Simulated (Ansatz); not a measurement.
# A barrier at the coupled-cluster level

Start structure (GaH$_{4}$Br, singlet), relaxed at PBE0-D4/def2-TZVP:

Ga1  (-0.594, -0.508, -0.547)
H2  (0.294, 0.277, -1.584)
H3  (-0.206, -1.978, -0.157)
H4  (-1.989, 0.076, -0.129)
H5  (1.667, 1.437, 0.769)
Br6  (0.829, 0.696, 1.649)
(Å)

The step: GaH₃ + HBr → GaH₂Br ([GaH2][Br]) + H₂; bonds formed: H2–H5; dative contacts that become bonds: Ga1–Br6; bonds broken: Ga1–H2, H5–Br6. Computed with Ansatz 0.2.0 (basis: def2-TZVPP and def2-QZVPP); correlated methods freeze the cores. Filled d shells of the heavier atoms are correlated. The def2 sets are not built for correlating such inner shells, so the correlated values are less sure here. Extrapolation: Hartree–Fock as exp(−7.88 √X), correlation as X^−2.97. Energies below are by CCSD(T) at an estimated basis limit (MP2 extrapolated from triple and quadruple zeta, plus CCSD(T) − MP2 in triple zeta).

**Question.** What are the electronic barrier and the energy of the step, from the start structure to the end structure? (An estimate is asked for; the value comes from the calculation.)

**Answer.** The calculation gives: Barrier 6.47 kcal/mol; step energy -25.44 kcal/mol (downhill); reverse barrier, their difference, 31.90 kcal/mol. Barrier and step energy count from the start structure, the reverse barrier from the end structure.

The saddle point: One imaginary mode of 540i cm⁻¹.
| pair | start (Å) | saddle (Å) | end (Å) |
| --- | --- | --- | --- |
| Ga1–Br6 | 2.88 | 2.76 | 2.30 |
| H2–H5 | 2.96 | 1.28 | 0.75 |
| Ga1–H2 | 1.57 | 1.65 | 2.55 |
| H5–Br6 | 1.42 | 1.57 | 3.25 |

Zero-point energy (harmonic, PBE0-D4): ZPE is 16.98 kcal/mol at the start and 16.57 kcal/mol at the saddle, so the barrier goes from 6.47 to 6.05 kcal/mol.

T1 diagnostic: at most 0.011. The start structure is not quite a true minimum (one mode of 49i cm⁻¹).

Labels in which every atom is bracketed show which atoms are joined, not bond orders.

For scale, one of the runs: CCSD(T)/def2-TZVPP, 152 basis functions, launched by `ansatz run in.yaml --threads 2 --pin off --events-out ev --progress --plain --max-ram 4352MiB`. The run took 37 s on 2 CPU threads of an Arm Neoverse V1 (shared host), with 1 GiB of host memory at its peak.
